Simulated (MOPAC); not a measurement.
Input file for MOPAC: AM1 on N2 (SMILES N#N).

```
AM1 1SCF PRECISE CHARGE=0 THREADS=1
N2

N     -0.34839498 1     0.36281176 1    -0.32613753 1
N      0.36657889 1    -0.35850908 1     0.07092464 1
```

It printed:

```
*******************************************************************************
 **                                                                           **
 **                              MOPAC v23.2.5                                **
 **                                                                           **
 *******************************************************************************
 ** MOPAC's Digital Object Identifier: https://doi.org/10.5281/zenodo.6511958 **
 **                                                                           **
 ** Please cite the open-source release paper for use of this MOPAC version:  **
 ** J. E. Moussa and J. J. P. Stewart (2026)                                  **
 ** MOPAC: An open-source semiempirical molecular orbital program             **
 ** J. Open Source Softw., 11(119), 8025, https://doi.org/10.21105/joss.08025 **
 *******************************************************************************

                              AM1 CALCULATION RESULTS

 *******************************************************************************
 *  AM1        - The AM1 Hamiltonian to be used
 *
 *
 *
 *                 CHARGE ON SYSTEM = 0
 *
 *
 *
 *  PRECISE    - TIGHTER CRITERIA TO BE USED
 *  1SCF       - DO 1 SCF AND THEN STOP
 *  THREADS=1  - MULTI-THREADING NOT USED
 *  T=         - A TIME OF 172800.0 SECONDS REQUESTED
 *  DUMP=N     - RESTART FILE WRITTEN EVERY 7200.0 SECONDS REQUESTED
 *******************************************************************************
AM1 1SCF PRECISE CHARGE=0 THREADS=1
 N2

   ATOM   CHEMICAL          X               Y               Z
  NUMBER   SYMBOL      (ANGSTROMS)     (ANGSTROMS)     (ANGSTROMS)

     1       N         -0.34839498  *   0.36281176  *  -0.32613753  *
     2       N          0.36657889  *  -0.35850908  *   0.07092464  *



          CARTESIAN COORDINATES

    NO.       ATOM           X           Y           Z

     1         N         -0.3484      0.3628     -0.3261
     2         N          0.3666     -0.3585      0.0709

  N: (AM1): M.J.S. DEWAR ET AL, J. AM. CHEM. SOC. 107 3902-3909 (1985)

           Empirical Formula: N2  =     2 atoms



      MOLECULAR POINT GROUP   :   D*h


      RHF CALCULATION, NO. OF DOUBLY OCCUPIED LEVELS = 5


 -------------------------------------------------------------------------------
 AM1 1SCF PRECISE CHARGE=0 THREADS=1
 N2



     1SCF WAS SPECIFIED, SO BFGS WAS NOT USED
     SCF FIELD WAS ACHIEVED


                              AM1 CALCULATION
                                                       MOPAC v23.2.5 Linux




          FINAL HEAT OF FORMATION =         11.67632 KCAL/MOL =      48.85371 KJ/MOL


          COSMO AREA              =         54.66 SQUARE ANGSTROMS
          COSMO VOLUME            =         36.88 CUBIC ANGSTROMS

          IONIZATION POTENTIAL    =         14.268618 EV
          HOMO LUMO ENERGIES (EV) =        -14.269  1.136
          NO. OF FILLED LEVELS    =          5
          MOLECULAR WEIGHT        =         28.0134         POINT GROUP:  D*h

          MOLECULAR DIMENSIONS (Angstroms)

            Atom       Atom       Distance
            N     2    N     1     1.09048
            N     2    N     1     0.00000
            N     1    N     2     0.00000


          SCF CALCULATIONS        =          1





   ATOM   CHEMICAL          X               Y               Z
  NUMBER   SYMBOL      (ANGSTROMS)     (ANGSTROMS)     (ANGSTROMS)

     1       N         -0.34839498  *   0.36281176  *  -0.32613753  *
     2       N          0.36657889  *  -0.35850908  *   0.07092464  *

                             CARTESIAN COORDINATES

   1    N       -0.348394980     0.362811760    -0.326137530
   2    N        0.366578890    -0.358509080     0.070924640


           Empirical Formula: N2  =     2 atoms



      MOLECULAR POINT GROUP   :   D*h


                  EIGENVALUES
 -41.85665 -21.36694 -16.41377 -16.41377 -14.26862   1.13622   1.13622   6.09515


              NET ATOMIC CHARGES AND DIPOLE CONTRIBUTIONS

  ATOM NO.   TYPE          CHARGE      No. of ELECS.   s-Pop       p-Pop
    1          N          -0.000000        5.0000     1.83805     3.16195
    2          N           0.000000        5.0000     1.83805     3.16195
 DIPOLE           X         Y         Z       TOTAL
 POINT-CHG.     0.000    -0.000     0.000     0.000
 HYBRID        -0.000     0.000    -0.000     0.000
 SUM            0.000    -0.000     0.000     0.000


          ATOMIC ORBITAL ELECTRON POPULATIONS

     Atom    s        px        py        pz
    1  N   1.83805   1.06962   1.07086   1.02147
    2  N   1.83805   1.06962   1.07086   1.02147

 **********************
 *                    *
 * JOB ENDED NORMALLY *
 *                    *
 **********************




 == MOPAC DONE ==
```

The run finished.

Cost: around 0.020 core-seconds (rough).
